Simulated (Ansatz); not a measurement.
Consider the ligand exchange at a B–O bond: `OB1N[SiH2]1` + H₂Te → `[TeH]B1N[SiH2]1` + H₂O.

Calculated with Ansatz (gas phase, PBE0-D4/def2-TZVP geometries, no zero-point term in ΔE). CBS: MP2 limit from def2 TZ/QZ plus the TZ coupled-cluster correction, frozen cores. This one scheme is used for every species. Functionals use def2-TZVPP. B3LYP here is the variant with VWN-RPA as its local correlation; programs differ in this. Elements past krypton have def2 core potentials. For Te outer-core shells are correlated without core-valence functions, which leaves a few kJ/mol of doubt a bond. One conformer a species, not always the lowest.

`OB1N[SiH2]1`:

Cartesian coordinates in Å:
```
O -0.462 1.953 -0.701
B -0.214 0.686 -0.307
N 0.542 0.001 0.643
Si -0.311 -1.235 -0.273
H 0.012 2.617 -0.190
H 1.188 0.180 1.397
H 0.545 -2.162 -1.061
H -1.300 -2.040 0.493
```

H₂Te:

Cartesian coordinates in Å:
```
Te -0.776 -0.008 -0.043
H 0.440 -0.884 -0.747
H 0.336 0.891 0.791
```

`[TeH]B1N[SiH2]1`:

```xyz
8

Te   -1.497   -0.803    2.146
B    -0.256   -0.140    0.547
N     0.967    0.496    0.419
Si    0.411    0.229   -1.221
H    -2.656   -1.392    1.122
H     1.689    0.863    1.017
H     1.231   -0.708   -2.029
H     0.110    1.455   -2.001
```

H₂O:

```xyz
3

O     0.087   -0.145   -0.350
H    -0.490    0.595   -0.153
H     0.403   -0.450    0.503
```

CCSD(T)/CBS gives +0.35 eV.

**Question.** Another level gave +0.47 eV. Which?
A. MP2/def2-TZVPP
B. BLYP/def2-TZVPP
C. PBE/def2-TZVPP
D. B3LYP-D4/def2-TZVPP

**Answer.** C. PBE 0.47, MP2/def2-TZVPP 0.33, B3LYP-D4 0.52, BLYP 0.60 eV.

Largest T1 diagnostic among the species: 0.013.

The D4 term adds −0.08 eV with B3LYP and −0.04 eV with PBE0; it sums over pairs of atoms, weighted by their polarisabilities, and B3LYP, whose exchange is more repulsive, gets the larger term. Leaving LDA and LC-ωPBE aside and taking each functional with its dispersion term where it has one, the values, not all of them listed here, spread over 0.21 eV, from revPBE-D4 to CAM-B3LYP-D4. LDA lies +0.08 eV from PBE without D4. From BLYP to BHLYP (50 % exact exchange), in def2-TZVPP and without D4, ΔE moves by +0.03 eV.
